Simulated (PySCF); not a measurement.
**Polarisability and C₆ of Hf⁺ (hafnium, charge +1)**

[Xe] 4f14 5d1 6s2, 2D determinant. Computed with PySCF 2.14 in aug-cc-pVTZ-PP with ECP60MDF (6s6p5d3f2g, 88 functions), with scalar relativity through the core potential. Coupled (time-dependent) response in atomic units; α is the mean over directions.

```csv
method,mean α (bohr³),"α xx, yy, zz",C₆ (like pair),S(−4)
PBE,51.69,"50.84, 50.84, 53.40",490.9,1120
PBE0,53.92,"52.86, 52.86, 56.04",517.3,1243
```

S(−4) is the Cauchy moment in α(ω) = α(0) + S(−4) ω² + …

Spin-orbit coupling is absent.

α(iu) at PBE0:

| u (hartree) | α(iu) (bohr³) |
| --- | --- |
| 0 | 53.92 |
| 0.0500 | 51.01 |
| 0.100 | 44.16 |
| 0.200 | 29.81 |
| 0.300 | 20.39 |
| 0.500 | 11.40 |
| 0.750 | 6.968 |
| 1.00 | 4.884 |
| 1.50 | 2.892 |
| 2.00 | 1.931 |
| 3.00 | 1.027 |
| 5.00 | 0.4211 |

A single London oscillator, α(iu) = α/(1 + u²/ω²), gives C₆ = (3/4) ω α². Matching the computed C₆ needs ω = 4 × 517.3 / (3 × 53.92²) = 0.237 hartree.

For an ion, C₆ is the dispersion term alone; charge-induced terms of lower order in 1/R come first.

The components differ because the open shell of this determinant is not spherical; for a pure term their mean is the scalar polarisability.

⟨L²⟩ = 8.45 against 6 for a pure D term, so this real determinant mixes terms. Energies and moments cover only the electrons outside the core potential. Spin-orbit coupling, absent here, splits the open shell strongly. ⟨S²⟩ = 1.37 against 0.75 shows spin contamination. The s, p, d and f populations moved away from the nominal configuration during the SCF.
